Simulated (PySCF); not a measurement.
# Atomic charges against the basis set

CH7FN2SSi.
Bonds: C1–S2, S2–Si3, Si3–N4, Si3–N5, Si3–F6. Hydrogens: H7, H8, H9 on C1; H10, H11 on N4; H12, H13 on N5.

PBE0 throughout (PySCF), one geometry, spherical d and f functions. Geometry: PBE0-D3(BJ)/def2-SVP, one conformer, isolated molecule. Atoms taken as equivalent share a column and are averaged.

Mulliken charges (e):

| basis | functions | C1 | S2 | Si3 | N4/N5 | F6 | H7/H8/H9 | H10/H11/H12/H13 |
| --- | --- | --- | --- | --- | --- | --- | --- | --- |
| STO-3G | 45 | -0.318 | -0.080 | +0.940 | -0.611 | -0.261 | +0.083 | +0.173 |
| 6-31G | 76 | -0.756 | -0.125 | +1.248 | -1.004 | -0.444 | +0.221 | +0.356 |
| pcSseg-0 | 76 | -0.904 | -0.300 | +1.661 | -1.082 | -0.484 | +0.282 | +0.336 |
| 6-31G* | 106 | -0.694 | -0.188 | +0.993 | -0.909 | -0.400 | +0.218 | +0.363 |
| cc-pVDZ | 127 | -0.199 | -0.248 | +0.635 | -0.290 | -0.324 | +0.085 | +0.115 |
| def2-SVP | 127 | -0.182 | -0.325 | +0.802 | -0.394 | -0.357 | +0.091 | +0.144 |
| aug-cc-pVDZ | 209 | +0.251 | -0.201 | +1.757 | -0.231 | -0.689 | -0.147 | -0.054 |
| 6-311+G(2d,p) | 220 | -0.626 | -0.147 | +1.624 | -0.927 | -0.526 | +0.182 | +0.246 |
| def2-TZVP | 240 | -0.356 | -0.242 | +0.750 | -0.626 | -0.332 | +0.149 | +0.246 |
| cc-pVTZ | 286 | -0.285 | -0.236 | +0.556 | -0.337 | -0.306 | +0.117 | +0.149 |
| IGLO-III | 298 | -0.545 | -0.286 | +1.421 | -0.692 | -0.496 | +0.164 | +0.199 |
| pcSseg-2 | 328 | -0.129 | -0.247 | +1.011 | -0.564 | -0.427 | +0.072 | +0.176 |

IAO charges (e):

```csv
basis,functions,C1,S2,Si3,N4/N5,F6,H7/H8/H9,H10/H11/H12/H13
STO-3G,45,-0.489,-0.079,+1.142,-0.702,-0.370,+0.131,+0.202
6-31G,76,-0.511,-0.211,+1.254,-0.829,-0.522,+0.171,+0.284
pcSseg-0,76,-0.503,-0.232,+1.287,-0.810,-0.511,+0.169,+0.268
6-31G*,106,-0.492,-0.225,+1.381,-0.851,-0.540,+0.159,+0.275
cc-pVDZ,127,-0.487,-0.221,+1.366,-0.842,-0.539,+0.158,+0.273
def2-SVP,127,-0.478,-0.221,+1.374,-0.836,-0.538,+0.154,+0.268
aug-cc-pVDZ,209,-0.495,-0.222,+1.383,-0.871,-0.549,+0.162,+0.285
"6-311+G(2d,p)",220,-0.503,-0.220,+1.410,-0.883,-0.553,+0.163,+0.286
def2-TZVP,240,-0.505,-0.221,+1.426,-0.883,-0.555,+0.162,+0.283
cc-pVTZ,286,-0.503,-0.225,+1.416,-0.877,-0.552,+0.163,+0.283
IGLO-III,298,-0.506,-0.215,+1.417,-0.886,-0.554,+0.162,+0.285
pcSseg-2,328,-0.505,-0.222,+1.423,-0.885,-0.555,+0.163,+0.285
```

Hirshfeld charges (e):

| basis | functions | C1 | S2 | Si3 | N4/N5 | F6 | H7/H8/H9 | H10/H11/H12/H13 |
| --- | --- | --- | --- | --- | --- | --- | --- | --- |
| STO-3G | 45 | -0.048 | -0.130 | +0.589 | -0.325 | -0.185 | +0.015 | +0.095 |
| 6-31G | 76 | -0.094 | -0.152 | +0.459 | -0.314 | -0.240 | +0.048 | +0.128 |
| pcSseg-0 | 76 | -0.104 | -0.135 | +0.486 | -0.317 | -0.235 | +0.041 | +0.124 |
| 6-31G* | 106 | -0.091 | -0.154 | +0.404 | -0.303 | -0.209 | +0.047 | +0.128 |
| cc-pVDZ | 127 | -0.110 | -0.124 | +0.428 | -0.309 | -0.210 | +0.044 | +0.125 |
| def2-SVP | 127 | -0.114 | -0.113 | +0.432 | -0.311 | -0.213 | +0.043 | +0.125 |
| aug-cc-pVDZ | 209 | -0.128 | -0.103 | +0.460 | -0.321 | -0.219 | +0.047 | +0.123 |
| 6-311+G(2d,p) | 220 | -0.121 | -0.107 | +0.448 | -0.315 | -0.220 | +0.047 | +0.123 |
| def2-TZVP | 240 | -0.122 | -0.109 | +0.439 | -0.317 | -0.213 | +0.047 | +0.125 |
| cc-pVTZ | 286 | -0.123 | -0.114 | +0.443 | -0.318 | -0.210 | +0.047 | +0.125 |
| IGLO-III | 298 | -0.130 | -0.089 | +0.445 | -0.319 | -0.212 | +0.045 | +0.122 |
| pcSseg-2 | 328 | -0.128 | -0.105 | +0.455 | -0.322 | -0.215 | +0.048 | +0.124 |

ESP-fitted charges (e):

```json
{"basis": "STO-3G", "functions": "45", "C1": "-0.263", "S2": "-0.295", "Si3": "+1.207", "N4/N5": "-0.963", "F6": "-0.271", "H7/H8/H9": "+0.094", "H10/H11/H12/H13": "+0.317"}
{"basis": "6-31G", "functions": "76", "C1": "-0.211", "S2": "-0.456", "Si3": "+1.352", "N4/N5": "-1.275", "F6": "-0.411", "H7/H8/H9": "+0.121", "H10/H11/H12/H13": "+0.478"}
{"basis": "pcSseg-0", "functions": "76", "C1": "-0.245", "S2": "-0.485", "Si3": "+1.415", "N4/N5": "-1.222", "F6": "-0.403", "H7/H8/H9": "+0.127", "H10/H11/H12/H13": "+0.445"}
{"basis": "6-31G*", "functions": "106", "C1": "-0.354", "S2": "-0.339", "Si3": "+0.946", "N4/N5": "-1.061", "F6": "-0.275", "H7/H8/H9": "+0.151", "H10/H11/H12/H13": "+0.423"}
{"basis": "cc-pVDZ", "functions": "127", "C1": "-0.289", "S2": "-0.306", "Si3": "+0.850", "N4/N5": "-0.920", "F6": "-0.286", "H7/H8/H9": "+0.129", "H10/H11/H12/H13": "+0.371"}
{"basis": "def2-SVP", "functions": "127", "C1": "-0.262", "S2": "-0.326", "Si3": "+0.923", "N4/N5": "-0.952", "F6": "-0.298", "H7/H8/H9": "+0.121", "H10/H11/H12/H13": "+0.375"}
{"basis": "aug-cc-pVDZ", "functions": "209", "C1": "-0.312", "S2": "-0.306", "Si3": "+0.922", "N4/N5": "-0.990", "F6": "-0.287", "H7/H8/H9": "+0.138", "H10/H11/H12/H13": "+0.388"}
{"basis": "6-311+G(2d,p)", "functions": "220", "C1": "-0.320", "S2": "-0.302", "Si3": "+0.936", "N4/N5": "-1.020", "F6": "-0.295", "H7/H8/H9": "+0.140", "H10/H11/H12/H13": "+0.400"}
{"basis": "def2-TZVP", "functions": "240", "C1": "-0.298", "S2": "-0.301", "Si3": "+0.916", "N4/N5": "-1.009", "F6": "-0.285", "H7/H8/H9": "+0.133", "H10/H11/H12/H13": "+0.397"}
{"basis": "cc-pVTZ", "functions": "286", "C1": "-0.296", "S2": "-0.304", "Si3": "+0.888", "N4/N5": "-0.967", "F6": "-0.279", "H7/H8/H9": "+0.132", "H10/H11/H12/H13": "+0.382"}
{"basis": "IGLO-III", "functions": "298", "C1": "-0.360", "S2": "-0.263", "Si3": "+0.850", "N4/N5": "-0.970", "F6": "-0.271", "H7/H8/H9": "+0.147", "H10/H11/H12/H13": "+0.386"}
{"basis": "pcSseg-2", "functions": "328", "C1": "-0.259", "S2": "-0.337", "Si3": "+1.009", "N4/N5": "-1.035", "F6": "-0.310", "H7/H8/H9": "+0.124", "H10/H11/H12/H13": "+0.398"}
```

Some averages cover members that differ in this geometry, most widely: N4/N5, ESP-fitted in 6-311+G(2d,p) -1.094 to -0.945; N4/N5, ESP-fitted in pcSseg-2 -1.103 to -0.967; N4/N5, ESP-fitted in def2-TZVP -1.074 to -0.943; N4/N5, ESP-fitted in aug-cc-pVDZ -1.055 to -0.925 e.

Question: Which scheme is steadiest as the basis changes?

Answer: Largest range over the bases for any column: Hirshfeld 0.18 e, IAO 0.28 e, ESP-fitted 0.57 e, Mulliken 1.20 e. Hirshfeld charges move least and Mulliken charges most, counted in e. Without the minimal STO-3G basis the ranges are Hirshfeld 0.08, IAO 0.17, ESP-fitted 0.57, Mulliken 1.20 e.

Question: How much do the charges still move between the two largest bases, IGLO-III and pcSseg-2?

Answer: At most, over all atoms: Mulliken 0.416 e, IAO 0.007 e, Hirshfeld 0.017 e, ESP-fitted 0.159 e.

Question: What do the same runs give for the total energy, the frontier levels and the dipole moment?

Answer: 
```
        basis  energy (Eh)  HOMO (eV)  LUMO (eV)  μ (D)
       STO-3G    -927.7906      -3.12       6.41   0.91
        6-31G    -938.7901      -6.91       1.12   1.84
     pcSseg-0    -937.5819      -7.00       1.15   1.88
       6-31G*    -938.9298      -6.66       1.11   1.68
      cc-pVDZ    -938.9787      -6.64       1.05   1.66
     def2-SVP    -938.5715      -6.65       1.11   1.63
  aug-cc-pVDZ    -939.0167      -6.86      -0.34   1.42
6-311+G(2d,p)    -939.0960      -6.85      -0.13   1.44
    def2-TZVP    -939.1260      -6.81       0.57   1.45
      cc-pVTZ    -939.1188      -6.79       0.62   1.49
     IGLO-III    -939.1281      -6.77       0.35   1.40
     pcSseg-2    -939.1426      -6.88       0.20   1.48
```

The dipole is fixed by the density alone, so its range of 0.97 D shows that the density itself changes with the basis, not only its division among atoms.
